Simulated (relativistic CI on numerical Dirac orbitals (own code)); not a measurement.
# Hyperfine structure of Ni XXI, mass number 61

Calculated at this level of theory: Dirac-Coulomb-Breit CI, orbitals from a KLI potential per configuration, QED by a radiative potential, unscaled Slater integrals (own radial code, finite nucleus).

CI space (outside the closed core 1s2): 2s2 2p4, 2s 2p5, 2p6, 2p5 3s, 2p5 3p, 2p5 3d, 2s2 2p3 3s, 2s2 2p3 3p, 2s2 2p3 3d, 2s 2p4 3s, 2s 2p4 3p, 2s 2p4 3d, 2s2 2p3 4s, 2s2 2p3 4p, 2s2 2p3 4d, 2s2 2p3 4f. Levels of other configurations are missing.

Nuclear spin I = 3/2, μ = -0.74965 μN, Q = 0.162 b (tables of Stone and Pyykkö). The electronic factors are computed for point nuclear moments, without core polarisation or the Bohr-Weisskopf and QED corrections.

```json
{"Level": "2s2 2p4 3P_2", "E (Ry)": "0.0000", "A (MHz)": "-16830", "B (MHz)": "6710"}
{"Level": "2s2 2p4 3P_1", "E (Ry)": "1.1651", "A (MHz)": "1005", "B (MHz)": "-5100"}
{"Level": "2s2 2p4 1D_2", "E (Ry)": "1.9521", "A (MHz)": "-36310", "B (MHz)": "-17000"}
{"Level": "2s 2p5 3P°_2", "E (Ry)": "9.5611", "A (MHz)": "-87180", "B (MHz)": "-10100"}
{"Level": "2s 2p5 3P°_1", "E (Ry)": "10.3194", "A (MHz)": "-53340", "B (MHz)": "4520"}
{"Level": "2s 2p5 1P°_1", "E (Ry)": "13.2290", "A (MHz)": "-87590", "B (MHz)": "-9620"}
{"Level": "2s2 2p3 3s 5S°_2", "E (Ry)": "72.5901", "A (MHz)": "-22800", "B (MHz)": "1750"}
{"Level": "2s2 2p3 3s 3S°_1", "E (Ry)": "73.0859", "A (MHz)": "9013", "B (MHz)": "1800"}
```

Levels with J = 0, under 50 % of one LS term, or S terms without an open s electron are left out. Small factors come from cancelling terms and can be off by tens of per cent or more.

At this charge energies of transitions that change n are usually good to better than 1 %, and those within a shell (Δn = 0) to a few per cent.

Question: Give the hyperfine levels of 2s2 2p4 3P_2 relative to its centre of gravity.

Answer: With K = F(F + 1) − I(I + 1) − J(J + 1), E = AK/2 + B[¾K(K + 1) − I(I + 1)J(J + 1)]/[2I(2I − 1)J(2J − 1)]: F = 1/2: 81600, F = 3/2: 50490, F = 5/2: 4222, F = 7/2: -48810 MHz.

LS names give the leading component of a level, which can be under half, so a name can repeat, a term be missing and a line seem to break the LS rules.
